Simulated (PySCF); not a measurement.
Sb(Cl)2(OH) (Cl2HOSb), SMILES [Cl][Sb]([OH])[Cl]. Geometry optimised at B3LYP-D3(BJ)/def2-SVP. The def2 effective core potentials stand for the cores of Sb; spin–orbit coupling is left out. The values are those of a single conformer.

Computed equilibrium geometry at B3LYP-D3(BJ)/def2-SVP (PySCF confirms it by a frequency run) as bond lengths and angles, and its point group (one conformer of several):
point group Cs.
Atoms: Sb1 Cl2 Cl3 O4 H5. Bond lengths (Å): Sb1–Cl2 2.397, Sb1–Cl3 2.397, Sb1–O4 1.975, O4–H5 0.971. Bond angles (°): Cl2–Sb1–Cl3 96.6, Cl2–Sb1–O4 98.1, Cl3–Sb1–O4 98.1, Sb1–O4–H5 113.6.
Charge 0, spin multiplicity 1.
